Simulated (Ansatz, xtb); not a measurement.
## Two isomers of CH4ClGeNSi

Structure X is `N#[C][Ge@@H]([SiH3])[Cl]`, a singlet and structure Y is `N#C[Si@@H](Cl)[GeH3]`, a singlet. Both are isolated molecules in the gas phase, relaxed with r2SCAN-D4/def2-SVP.

X (Å):

| atom | x (Å) | y (Å) | z (Å) |
| --- | --- | --- | --- |
| C | -1.8293 | -1.9896 | 1.7431 |
| Cl | 1.3932 | -2.0669 | 1.1802 |
| Ge | -0.5617 | -1.6998 | 0.3188 |
| N | -2.6178 | -2.1111 | 2.5925 |
| Si | -0.6550 | 0.5810 | -0.3529 |
| H | -0.8215 | -2.7923 | -0.7223 |
| H | 0.3787 | 0.7891 | -1.4058 |
| H | -2.0158 | 0.8734 | -0.8878 |
| H | -0.3649 | 1.4089 | 0.8500 |

Y (Å):

```yaml
atoms:
  - { symbol: C, position_ang: [-2.0180, 0.3048, 1.6641] }
  - { symbol: Cl, position_ang: [0.8579, 1.2417, 0.7048] }
  - { symbol: Ge, position_ang: [-0.3239, -2.0983, -0.1358] }
  - { symbol: N, position_ang: [-2.7498, 0.3225, 2.5713] }
  - { symbol: Si, position_ang: [-0.8573, 0.1880, 0.2196] }
  - { symbol: H, position_ang: [-1.5303, 0.8574, -0.9245] }
  - { symbol: H, position_ang: [0.6535, -2.1986, -1.3131] }
  - { symbol: H, position_ang: [-1.6020, -2.8849, -0.4520] }
  - { symbol: H, position_ang: [0.3323, -2.6478, 1.1346] }
```

Problem. Estimate which is lower in electronic energy at CCSD(T)/def2-SVP + ΔMP2/def2-TZVPP, and by roughly how much.

Solution. The CCSD(T)/def2-SVP + ΔMP2/def2-TZVPP calculation puts structure Y lower, by 0.308 eV.

The same difference at several levels:

| level | geometry | E(Y) − E(X) (eV) | departure from the last row (eV) | job, with rough time for the two |
| --- | --- | --- | --- | --- |
| GFN2-xTB | GFN2-xTB | +0.501 | +0.809 | optimisation, 0.21 s |
| HF/STO-3G | GFN2-xTB | −0.050 | +0.258 | single point, 0.66 s |
| r2SCAN-D4/def2-SVP//GFN2-xTB | GFN2-xTB | −0.302 | +0.006 | single point, 3.5 s |
| r2SCAN-D4/def2-SVP | r2SCAN-D4/def2-SVP | −0.351 | −0.044 | optimisation, 38 s |
| HF/def2-SVP | r2SCAN-D4/def2-SVP | −0.251 | +0.057 | part of the CCSD(T) run |
| MP2/def2-SVP | r2SCAN-D4/def2-SVP | −0.321 | −0.013 | part of the CCSD(T) run |
| CCSD(T)/def2-SVP | r2SCAN-D4/def2-SVP | −0.297 | +0.010 | single point |
| CCSD(T)/def2-SVP + ΔMP2/def2-TZVPP | r2SCAN-D4/def2-SVP | −0.308 |  | single point, 42 s |

As drawn, Y has 1 C–Si, 1 Cl–Si, 2 Ge–H in place of 1 C–Ge, 1 Cl–Ge, 2 Si–H.

GFN2-xTB puts the two in the other order. The largest departure from CCSD(T)/def2-SVP + ΔMP2/def2-TZVPP is that of GFN2-xTB, 0.809 eV. The last row adds to CCSD(T) the change of the MP2 difference between the two basis sets, here −0.010 eV.

With thermal terms from frequencies at re-optimised GFN2-xTB minima (ideal gas, soft modes damped towards free rotors, one conformer each, 298.15 K, 1 atm): on the last row, ΔE + ΔZPE = −0.288, ΔH = −0.297, ΔG = −0.282 eV.

The correlated steps freeze 21 core orbitals; the filled d shell of Ge is correlated, in a basis made for valence electrons. Run with Ansatz 0.2.0, xtb 6.7.1; the last row on 2 threads of Intel(R) Xeon(R) 6975P-C (Granite Rapids) on a shared host.
